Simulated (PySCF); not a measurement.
# From a computed spectrum to the compound

A species of 9 atoms with charge -1 has these harmonic modes (PBE0, small Gaussian bases with core potentials, PySCF 2.14.0):

```csv
cm⁻¹,km/mol,symmetry
-22,–,
-19,–,
60,0.2,
70,86.0,
81,55.8,
105,40.0,
106,39.7,
134,0.0,
155,0.0,
165,76.0,
201,221.2,
201,222.1,
210,212.6,
518,165.2,
518,165.2,
519,137.0,
555,0.0,
4027,26.7,
4027,26.7,
4027,19.4,
4027,0.0,
```

Q: Which species is it, and in which structure?

A: [Ho(OH)4]− (singlet in the valence; each metal's 4f electrons, 10 of them, lie in its core potential, out of spins and levels):
```xyz
9

Ho    0.0000    0.0000    0.0000
O     1.2292    1.2149    1.2005
H     1.9965    1.5123    1.6830
O    -1.2292   -1.2149    1.2005
H    -1.9965   -1.5123    1.6830
O     1.2149   -1.2292   -1.2005
H     1.5123   -1.9965   -1.6830
O    -1.2149    1.2292   -1.2005
H    -1.5123    1.9965   -1.6830
```
 Negative wavenumbers this small are taken as noise. An lcecp potential fixes the number of 4f electrons, so in runs with it no electron can move into or out of that shell.
 Other answers can fit too; this one was computed.
